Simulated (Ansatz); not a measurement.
`[CH3][Sn]([OH])([OH])[OH]` → C• + 6 H• + 3 O• + Sn•  (atomization)

Calculated with Ansatz (gas phase, PBE0-D4/def2-TZVP geometries, no zero-point term in ΔE). CCSD(T)/CBS is the MP2 limit (def2-TZVPP, def2-QZVPP) plus CCSD(T) − MP2 in def2-TZVPP, frozen cores. This one scheme is used for every species, atoms too. Functionals use def2-TZVPP. Open shells (•) are unrestricted, without spin–orbit coupling. Spin–orbit coupling would lower the free atoms: a little for C, O; strongly for Sn. Elements past krypton have def2 core potentials. For Sn outer-core shells are correlated without core-valence functions, so the limit isn't a true one: a few kJ/mol of doubt a bond, and 10 to 20 or more in all where bonds break to atoms. One conformer a species, not always the lowest.

CCSD(T)/CBS gives +41.09 eV.

**Question.** Another level gave +39.43 eV. Which?
A. PBE0/def2-TZVPP
B. r2SCAN0/def2-TZVPP
C. CCSD(T)/def2-TZVPP
D. LDA (SPW92)/def2-TZVPP

**Answer.** B. r2SCAN0 39.43, CCSD(T)/def2-TZVPP 39.67, PBE0 39.91, LDA (SPW92) 47.05 eV.

Largest T1 diagnostic among the species: 0.013.

Leaving LDA and LC-ωPBE aside and taking each functional with its dispersion term where it has one, the values, not all of them listed here, spread over 2.69 eV, from BHLYP-D4 to PBE-D4. LDA lies +5.98 eV from PBE without D4, its usual overbinding. The D4 term adds +0.34 eV with B3LYP and +0.18 eV with PBE0; it sums over pairs of atoms, weighted by their polarisabilities, and B3LYP, whose exchange is more repulsive, gets the larger term. From BLYP to BHLYP (50 % exact exchange), in def2-TZVPP and without D4, ΔE moves by −1.77 eV: exact exchange takes away binding that semilocal exchange gives to molecules.

B3LYP here is the variant with VWN-RPA as its local correlation; programs differ in this.

For atomizations the MP2-based limit and the directly extrapolated one differ by several kJ/mol either way, and by 10 to 25 for some Ge, Se and Sn compounds, so smaller differences from it don't rank the levels.
